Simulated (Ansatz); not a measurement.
Mulliken charges of `N#CCB(O)F` from PBE/def2-TZVPP in Ansatz (PBE0-D4/def2-TZVP geometry).

```csv
atom,x (Å),y (Å),z (Å),charge (e)
N1,-1.445,-0.416,2.447,0.080
C2,-0.649,-0.414,1.618,-0.325
C3,0.346,-0.411,0.567,-0.142
B4,-0.059,0.385,-0.738,0.358
O5,0.728,0.269,-1.824,-0.240
F6,-1.135,1.162,-0.765,-0.200
H7,0.595,-1.441,0.295,0.130
H8,1.275,0.024,0.955,0.127
H9,0.432,0.795,-2.573,0.212
```

Q: By hand: the dipole of these point charges (1 e Å = 4.8032 D).

A: Σ q r = (0.408, -0.015, -0.470) e Å, of length 0.623 e Å = 2.99 D.

Q: How does the dipole of the full density compare? (Estimate.)

A: The calculation gave: (0.597, 0.071, -0.790) e Å, 4.77 D; the point charges give 0.63 times that, at 7° from its direction.

Point charges leave out the atoms' own dipoles, such as those of lone pairs, and Mulliken's split depends on the basis, so the two needn't agree.
